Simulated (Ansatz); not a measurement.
Molecule: MnCl, net charge 0, septet state. The spin state was set by rule; other spins were not relaxed. 
Geometry from a B3LYP-D3(BJ)/def2-TZVP (Ansatz, a quantum-chemistry and plane-wave program) optimisation:
SMILES: [Cl][Mn]
```xyz
2

Mn     0.0000     0.0000    -0.9119
Cl     0.0000     0.0000     1.3410
```
Charge 0, spin multiplicity 7.

Dipole moments at this geometry, in debye (magnitudes).

```json
[
 {"level": "SVWN5/def2-TZVPD", "program": "Ansatz", "dipole (D)": "2.38"},
 {"level": "PBE/def2-TZVPD", "program": "Ansatz", "dipole (D)": "2.44"},
 {"level": "BLYP/def2-TZVPD", "program": "Ansatz", "dipole (D)": "2.43"},
 {"level": "r2SCAN/def2-TZVPD", "program": "Ansatz", "dipole (D)": "2.82"},
 {"level": "B97M-V/def2-TZVPD", "program": "Ansatz", "dipole (D)": "3.05"},
 {"level": "BHLYP/def2-TZVPD", "program": "Ansatz", "dipole (D)": "3.28"},
 {"level": "r2SCANh/def2-TZVPD", "program": "Ansatz", "dipole (D)": "2.98"},
 {"level": "r2SCAN0/def2-TZVPD", "program": "Ansatz", "dipole (D)": "3.17"},
 {"level": "HSE06/def2-TZVPD", "program": "Ansatz", "dipole (D)": "2.97"},
 {"level": "CAM-B3LYP/def2-TZVPD", "program": "Ansatz", "dipole (D)": "(withheld)"},
 {"level": "wB97M-V/def2-TZVPD", "program": "Ansatz", "dipole (D)": "2.95"},
 {"level": "wB97X-V/def2-TZVPD", "program": "Ansatz", "dipole (D)": "2.93"},
 {"level": "CCSD(T)/def2-SVPD", "program": "Ansatz", "dipole (D)": "(withheld)"}
]
```

Q: Complete the blanks.

A: 
- CAM-B3LYP/def2-TZVPD, dipole (D): 3.01
- CCSD(T)/def2-SVPD, dipole (D): 3.18
